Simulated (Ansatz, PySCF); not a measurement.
This PySCF input computes a PBE/def2-TZVPD energy:

```python
from pyscf import gto, scf, dft

mol = gto.M(
    atom='''
    Si    1.35693360   -0.00146745   -0.04150920
    Si   -1.05179259    0.00113746    0.03217480
    H    -1.43164850    1.40291342   -0.25629229
    H    -1.38277417   -0.43938540    1.40653663
    H    -1.45755147   -0.95890811   -1.01956274
    ''',
    basis='def2-tzvpd',
    charge=1,
    spin=0,
    verbose=4,
)

mf = dft.RKS(mol, xc='pbe').density_fit(auxbasis='def2-universal-jkfit')
mf.grids.level = 3
mf.conv_tol = 1e-9
mf.max_cycle = 100
mf.max_memory = 1500
mf.kernel()
if not mf.converged:
    mf = mf.newton()
    mf.kernel(mf.make_rdm1())
mf.analyze()
```

Question: Write an input for the same energy in Ansatz (an electronic-structure program) and say what it gives.

Answer: 
Ansatz 0.2 input:
```yaml
crystal:
  periodic: [false, false, false]
  atoms:
    - {symbol: Si, position_ang: [1.35693360, -0.00146745, -0.04150920]}
    - {symbol: Si, position_ang: [-1.05179259, 0.00113746, 0.03217480]}
    - {symbol: H, position_ang: [-1.43164850, 1.40291342, -0.25629229]}
    - {symbol: H, position_ang: [-1.38277417, -0.43938540, 1.40653663]}
    - {symbol: H, position_ang: [-1.45755147, -0.95890811, -1.01956274]}
basis:
  gaussian:
    orbitals: def2-TZVPD
hamiltonian:
  xc: {name: PBE}
total_charge: 1
output: {forces: true}
```
It gives -580.11205 Eh, and PySCF -580.11211 Eh, a difference of 0.06 mEh, from the treatment of integrals and grids.
